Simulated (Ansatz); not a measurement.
```yaml
crystal:
  periodic: [false, false, false]
  atoms:
    - {symbol: Ca, position_ang: [-1.179047, 1.777583, 0.050449]}
    - {symbol: Ca, position_ang: [0.373876, -2.090240, -0.208666]}
    - {symbol: O, position_ang: [0.805171, 0.312657, 0.158216]}
basis:
  gaussian: {orbitals: def2-SVPD}
hamiltonian: {xc: {name: BLYP}}
scf: {omitted_lower_state_checks: [starts]}
output: {forces: true}
```

```sh
$ ansatz run in.yaml --threads 4 --pin off --events-out ev --progress --plain --max-ram 3916MiB
```

It prints (some lines left out):

```
Functional definition: BLYP
797 factors; their error is unknown
mean field evaluation 1: about -38897.7928 eV, gradient 8.9e1 eV
mean field evaluation 2: about -38498.8166 eV, gradient 1.2e2 eV
mean field evaluation 4: about -38867.8842 eV, gradient 1.4e2 eV
mean field evaluation 8: about -38916.9813 eV, gradient 8.5e-2 eV
mean field -38916.98140433 eV, -1430.1726877318 hartree, gradient 1.6e-5 eV, S^2 0.000000; 0 other end points of the search recorded, 0 dependent functions left out
reference -38916.98166885 eV, -1430.1726974527 hartree; 24, 24 occupied and 53, 53 virtual orbitals, 797 factors
Total energy: -38916.98166885 eV, -1430.1726974527 hartree
Atom 0 at    -1.179047     1.777583     0.050449 Å, force     2.280715    -1.818905     0.106822 eV/Å
Atom 1 at     0.373876    -2.090240    -0.208666 Å, force     0.401924     2.860707     0.420330 eV/Å
Atom 2 at     0.805171     0.312657     0.158216 Å, force    -2.682640    -1.041801    -0.527152 eV/Å
Dipole moment:    -0.535464    -0.207971    -0.105224 e Å
Checks for a lower state left out: starts
```

Hardware: 4 threads of Arm Neoverse V2 on a shared host. Wall time 0.75 s.

The restricted singlet is unstable towards broken spin symmetry at other levels; at RKS BLYP/def2-SVPD this wasn't settled.
